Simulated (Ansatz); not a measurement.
K₆: single points at one geometry.

```yaml
crystal:
  periodic: [false, false, false]
  atoms:
    - {symbol: K, position_ang: [0.080573, 1.814040, -4.737495]}
    - {symbol: K, position_ang: [-3.529115, 1.634887, 3.279152]}
    - {symbol: K, position_ang: [-0.076205, -0.974310, 2.474842]}
    - {symbol: K, position_ang: [-1.961519, 1.583972, -0.847786]}
    - {symbol: K, position_ang: [3.486402, -3.358490, 1.508154]}
    - {symbol: K, position_ang: [1.999874, -0.700109, -1.676867]}
basis:
  gaussian: {orbitals: def2-TZVP, initial_orbitals: start.molden}
hamiltonian: {xc: {name: PBE-QIDH}}
scf: {omitted_lower_state_checks: [starts]}
```

The file start.molden holds the orbitals of an earlier run on this structure, at another level or in another basis.

```sh
$ ansatz run in.yaml --threads 4 --pin off --events-out ev --progress --plain --max-ram 3916MiB
```

It prints (some lines left out):

```
Functional definition: PBE-QIDH
1944 factors; integrals over basis functions are off by at most 1.3e-4 eV
mean field evaluation 1: about -97893.9143 eV, gradient 1.6e1 eV
mean field evaluation 2: about -97894.0691 eV, gradient 3.1e-1 eV
mean field evaluation 4: about -97894.2086 eV, gradient 1.2e-2 eV
mean field evaluation 8: about -97894.2088 eV, gradient 1.3e-6 eV
mean field -97894.20880311 eV, -3597.5458184364 hartree, gradient 3.7e-6 eV, S^2 0.000000; 0 other end points of the search recorded, 0 dependent functions left out; unrestricted orbitals would lower it
30 core orbitals not correlated: weight in the atoms' cores, before any rotation towards them, 1.000 or more for the frozen orbitals, at most 0.000 for the correlated occupied ones
reference -97894.20881988 eV, -3597.5458190525 hartree; 27, 27 occupied and 141, 141 virtual orbitals, 1944 factors
second order -31.20549898 eV of doubles, -0.00000000 eV of singles
Total energy: -97904.61065287 eV, -3597.9280793643 hartree
Checks for a lower state left out: starts
```

Hardware: 4 threads of Arm Neoverse V1 on a shared host. Wall time 15 s, peak host memory 0.69 GiB.

As the first input, with `hamiltonian: {xc: pbe}`, `output: {forces: true, orbitals: {seedname: orbitals}}` (abridged; 6.5 s):

```
Functional definition: PBE
mean field -97913.30269876 eV, -3598.2475061593 hartree, gradient 2.9e-5 eV, S^2 0.000000
Total energy: -97913.30275838 eV, -3598.2475083502 hartree
Atom 0 force    -0.000622    -0.010828     0.025044 eV/Å
Atom 1 force     0.018275    -0.013194    -0.023362 eV/Å
Atom 2 force     0.003295     0.001801    -0.001810 eV/Å
Atom 3 force     0.006362     0.004927     0.003290 eV/Å
Atom 4 force    -0.016872     0.019587    -0.009508 eV/Å
Atom 5 force    -0.010438    -0.002294     0.006346 eV/Å
Dipole moment:    -0.002790     0.008896     0.003418 e Å
Checks for a lower state left out: starts
```

First input, but with `hamiltonian: {xc: pbe0}`, `output: {orbitals: {seedname: orbitals}}` (abridged; 11 s):

```
Functional definition: PBE0
mean field -97920.91585505 eV, -3598.5272844924 hartree, gradient 5.5e-5 eV, S^2 0.000000
Total energy: -97920.91589883 eV, -3598.5272861014 hartree
Checks for a lower state left out: starts
```

First input, but with `hamiltonian: {xc: r2scan}`, `output: {orbitals: {seedname: orbitals}}` (abridged; 13 s):

```
Functional definition: r2SCAN
mean field -97942.13940494 eV, -3599.3072355651 hartree, gradient 1.1e-5 eV, S^2 0.000000
Total energy: -97942.13942543 eV, -3599.3072363182 hartree
Checks for a lower state left out: starts
```

The first input with `gaussian: {orbitals: def2-SVP, initial_orbitals: start.molden}`, `correlation: {method: ccsd_t}`, `output: {orbitals: {seedname: orbitals}}` and without the key `hamiltonian` (abridged; 42 s):

```
Functional definition: HF
mean field evaluation 16: about -97807.0360 eV, gradient 7.2e0 eV
mean field evaluation 32: about -97807.9725 eV, gradient 3.0e-1 eV
mean field -97810.58216309 eV, -3594.4725960998 hartree, gradient 2.1e-6 eV, S^2 0.000000; unrestricted orbitals would lower it
mean field evaluation 64: about -97810.7881 eV, gradient 7.3e-1 eV
30 core orbitals not correlated: weight in the atoms' cores, before any rotation towards them, 1.000 or more for the frozen orbitals, at most 0.000 for the correlated occupied ones
second order -9.51693118 eV of doubles, -0.00000000 eV of singles
cycle   1  -10.33381232 eV  change   -8.2e-1 eV  update   1.1e-1
cycle   2  -10.59037310 eV  change   -2.6e-1 eV  update   5.1e-2
cycle   3  -10.61713561 eV  change   -2.7e-2 eV  update   2.1e-2
cycle   4  -10.61260747 eV  change    4.5e-3 eV  update   9.0e-3
cycle   5  -10.61453341 eV  change   -1.9e-3 eV  update   3.5e-3
cycle   6  -10.61654118 eV  change   -2.0e-3 eV  update   1.7e-3
cycle   7  -10.61653097 eV  change    1.0e-5 eV  update   8.0e-4
cycle   8  -10.61636874 eV  change    1.6e-4 eV  update   4.7e-4
cycle   9  -10.61635833 eV  change    1.0e-5 eV  update   2.4e-4
cycle  10  -10.61633666 eV  change    2.2e-5 eV  update   1.1e-4
cycle  11  -10.61634841 eV  change   -1.2e-5 eV  update   5.0e-5
perturbative correction -0.24241028 eV, -0.0089084136 hartree
Total energy: -97821.44092178 eV, -3594.8716481214 hartree
Checks for a lower state left out: starts
```

First input, but with `hamiltonian: {xc: hf}`, `output: {orbitals: {seedname: orbitals}}` (abridged; 4.9 s):

```
Functional definition: HF
mean field -97822.94882069 eV, -3594.9270623841 hartree, gradient 2.2e-5 eV, S^2 0.000000
Total energy: -97822.94882069 eV, -3594.9270623841 hartree
Checks for a lower state left out: starts
```

Geometry: PBE0/def2-SVP.

Correlated methods freeze 30 core orbitals; core or outer-core shells of K are correlated, in sets that lack core-valence functions. At PBE-QIDH/def2-TZVP, CCSD(T)/def2-SVP the restricted singlet (for correlated methods, its reference) is unstable: a solution with broken spin symmetry lies lower. The restricted singlet is unstable towards broken spin symmetry at other levels; at PBE/def2-TZVP, PBE0/def2-TZVP, r2SCAN/def2-TZVP this wasn't settled. The restricted singlet is unstable towards broken spin symmetry in Hartree–Fock (as tested in another run); at HF/def2-TZVP this wasn't settled. The geometry of the singlet was relaxed on an unsound state (restricted singlet, unstable towards broken spin symmetry at other levels and untested here). Another isomer (singlet) lies 0.04 eV lower at PBE0/def2-TZVP; other spin states weren't run for this one.
